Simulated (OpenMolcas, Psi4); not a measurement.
**Psi4 → OpenMolcas**

Psi4 1.11 runs this on SnH4 (SMILES [SnH4]):

h4sn.py:
```python
import psi4

psi4.set_memory(2200000000)
psi4.set_num_threads(1)
psi4.set_output_file('run.log', False)

m = psi4.geometry("""
Sn     0.000030     0.000010     0.000040
H      0.823920    -0.853480     1.222940
H     -1.563610     0.403420     0.543140
H     -0.116810    -0.974610    -1.392490
H      0.856470     1.424640    -0.373640
symmetry c1
no_reorient
no_com
""")

psi4.set_options({
    'basis': 'def2-SVPD',
    'puream': True,
    'e_convergence': 1e-09,
    'd_convergence': 1e-08,
    'scf_type': 'pk',
    'dft_radial_points': 99,
    'dft_spherical_points': 590,
})

result = psi4.gradient("m06-l")
print('gradient / Eh bohr^-1')
print(result.np.round(6))
for k, v in sorted(psi4.core.scalar_variables().items()):
    print(f'{k:45s} {v:18.10f}')
```

```bash
$ python h4sn.py
```

The shape is that of a PBE0-D4/def2-TZVP optimisation.

It gives a total energy of -216.812327 Eh.

**Question.** Write the same calculation for OpenMolcas 26.06 as an input file of the program's own.

**Answer.** For example:

run.inp:
```
&GATEWAY
  BasLib = $CurrDir
  Coord
  5
  angstrom
  Sn       0.000030       0.000010       0.000040
  H        0.823920      -0.853480       1.222940
  H       -1.563610       0.403420       0.543140
  H       -0.116810      -0.974610      -1.392490
  H        0.856470       1.424640      -0.373640
  Basis = def2-SVPD
  Group = NoSym

&SEWARD
  GridInput
  Grid=UltraFine
  End of Grid

&SCF
  KSDFT = M06L
  Thresholds = 1e-10 1e-07 1e-07 1e-05
  PrOrbitals = 0

&ALASKA
```

```bash
$ export MOLCAS_MEM=1860
$ pymolcas run.inp > run.log
```

(Basis files named in the input come from the Basis Set Exchange and aren't shown.)

Its energy is -216.812311 Eh, 0.016 mEh from the first.
